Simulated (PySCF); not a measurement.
## A thermochemical cycle for SbBr

PBE in PySCF with def2-SVP on every atom (core potentials on Sb), for the lowest determinant that a PBE0 search found; no spin–orbit coupling. SbBr, a triplet (π ↑↑), has De = 2.95 eV to neutral atoms, and SbBr⁺, a doublet (π ↑), has De = 3.65 eV to Sb⁺ + Br.

At the same level the Sb atom ionises at 8.97 eV.

Question: What is the adiabatic ionisation energy of the molecule, and does ionisation strengthen or weaken the bond?

Answer: IE = IE(Sb) + De(neutral) − De(ion) = 8.97 + 2.95 − 3.65 = 8.27 eV. De changes by +0.70 eV, so ionisation strengthens the bond.

These are scalar-relativistic numbers at best; spin–orbit coupling would shift them, the dissociation energy most. For an ion De counts to the pair picked by the measured ionisation energies or electron affinities, which need not be the lowest pair at this level. States were picked by a PBE0 search and need not be the measured ground states.
